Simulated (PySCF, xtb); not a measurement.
Cd(F)(SMe) (CH₃CdFS), SMILES C[S][Cd][F].

GFN2-xTB in xtb 6.7.1 at its own geometry gives an orbital gap of 2.10 eV and a dipole moment of 2.34 D.

The structure is a stationary point at B3LYP-D3(BJ)/def2-SVP. The def2 effective core potentials stand for the cores of Cd; spin–orbit coupling is left out. One conformer was computed; it need not be the lowest.

Q: What does PBE/def2-TZVPD (PySCF) give? (The exact figures need the calculation; the answer reports its results.)

A: gap 3.19 eV (levels -5.90 and -2.71 eV), dipole 2.74 D.
